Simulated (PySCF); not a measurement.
## DyO: f occupation and spin

Unrestricted PBE0; PySCF, spin-free X2C with a Gaussian nucleus, basis sets Dy x2c-TZVPall, O x2c-TZVPall. The search starts from ions with several 4f fillings and holds each by maximum overlap.

The lowest solution of each spin and filling, followed along the bond (rough minima from three points):

```tsv
2Ms+1	4f population	⟨S²⟩ at the start	R at minimum (Å)	Te (eV)
7	9.09	12.02	1.79	0.00
5	9.17	6.98	1.78	0.04
5	9.93	6.06	1.86	1.67
```

Solutions at the starting distance of 1.932 Å, counted from the lowest; the search is not exhaustive:

```json
{"2Ms+1": "7", "4f population": "9.09", "E (eV)": "0.00", "⟨S²⟩": "12.02", "⟨Lz²⟩": "9.0", "μ (D)": "-5.77"}
{"2Ms+1": "7", "4f population": "9.11", "E (eV)": "0.02", "⟨S²⟩": "12.02", "⟨Lz²⟩": "10.0", "μ (D)": "-5.75"}
{"2Ms+1": "5", "4f population": "9.17", "E (eV)": "0.09", "⟨S²⟩": "6.98", "⟨Lz²⟩": "11.2", "μ (D)": "-5.47"}
{"2Ms+1": "5", "4f population": "9.10", "E (eV)": "0.18", "⟨S²⟩": "7.00", "⟨Lz²⟩": "8.9", "μ (D)": "-5.62"}
{"2Ms+1": "5", "4f population": "9.13", "E (eV)": "0.19", "⟨S²⟩": "6.99", "⟨Lz²⟩": "10.0", "μ (D)": "-5.56"}
{"2Ms+1": "5", "4f population": "9.93", "E (eV)": "1.38", "⟨S²⟩": "6.06", "⟨Lz²⟩": "11.6", "μ (D)": "-8.05"}
{"2Ms+1": "5", "4f population": "9.88", "E (eV)": "1.41", "⟨S²⟩": "6.08", "⟨Lz²⟩": "9.0", "μ (D)": "-7.83"}
{"2Ms+1": "7", "4f population": "9.05", "E (eV)": "1.57", "⟨S²⟩": "12.02", "⟨Lz²⟩": "11.3", "μ (D)": "-8.16"}
{"2Ms+1": "5", "4f population": "9.57", "E (eV)": "1.77", "⟨S²⟩": "6.50", "⟨Lz²⟩": "13.5", "μ (D)": "-6.27"}
{"2Ms+1": "7", "4f population": "9.09", "E (eV)": "1.95", "⟨S²⟩": "12.01", "⟨Lz²⟩": "10.1", "μ (D)": "-4.69"}
{"2Ms+1": "5", "4f population": "9.37", "E (eV)": "2.02", "⟨S²⟩": "6.68", "⟨Lz²⟩": "8.2", "μ (D)": "-5.35"}
{"2Ms+1": "7", "4f population": "9.10", "E (eV)": "2.02", "⟨S²⟩": "12.01", "⟨Lz²⟩": "9.7", "μ (D)": "-4.54"}
{"2Ms+1": "5", "4f population": "9.10", "E (eV)": "2.06", "⟨S²⟩": "7.01", "⟨Lz²⟩": "14.5", "μ (D)": "-8.19"}
```

Partly filled real f orbitals mix terms, so no term symbols are given. A population far from a whole number shows f orbitals mixing with d and ligand orbitals, not a clean configuration. A positive dipole means Dy(−)O(+).

Spin–orbit coupling is left out. Counting both spins, an empty level lies below a filled one in some of these solutions, because spin and occupation are held. The state is the lowest single determinant that the PBE0 search found; with open d or f shells the true ground state can be another one.
